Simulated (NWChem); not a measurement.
# C$_{4}$H$_{3}$I; SMILES C#CC(=C)I

Computed with NWChem. STO-3G and 3-21G are far too small for this property and stand as cheap habits. Coordinates come from a PBE0/def2-SVP optimisation. def2 effective core potentials on I; no spin-orbit coupling. B3LYP is NWChem's, with the RPA form of VWN correlation. Field at 589 nm.

For level B3LYP/def2-SVP (core potentials):

```yaml
isotropic polarisability (bohr³): 70.6
anisotropy (bohr³): 57.4
```

Task: What are these values for level B3LYP/STO-3G (all-electron, non-relativistic)?

Result: The isotropic polarisability (bohr³) is 35.1 and the anisotropy (bohr³) is 44.6.
